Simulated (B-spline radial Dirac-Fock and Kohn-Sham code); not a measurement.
## Kr 2s: cross section and angular parameters

System: the Kr atom, 1s2 2s2 2p6 3s2 3p6 3d10 4s2 4p6; threshold 1921.0 eV (tabulated edge). Calculated with a radial atomic solver, using Dirac-Hartree-Slater photoionisation with a Latter tail; cross sections with all multipoles, angular parameters from the dipole term and its interference with E2.

For linearly polarised light dσ/dΩ = σ/(4π) [1 + β P₂(cos θ) + (δ + γ cos²θ) sin θ cos φ], with θ from the polarisation vector and φ the angle between the beam and the projection of the electron momentum on the plane normal to the polarisation.

| hν (eV) | σ (kb) | β | γ |
| --- | --- | --- | --- |
| 2800 | 38.0 | 1.998 | 0.012 |
| 3300 | 28.4 | 1.998 | -0.073 |
| 4500 | 15.7 | 1.998 | 0.020 |
| 4750 | ? | ? | ? |
| 6000 | 8.76 | 1.998 | 0.269 |
| 6620 | 7.11 | 1.998 | 0.381 |
| 7100 | 6.11 | 1.998 | 0.467 |
| 9750 | 3.00 | 1.998 | 0.907 |
| 10900 | 2.32 | 1.998 | 1.081 |
| 15000 | 1.08 | 1.997 | 1.633 |

Q: Give the values at 4750 eV.

A: σ = 14.1 kb, β = 1.998, γ = 0.057. For an s subshell δ is negligible.
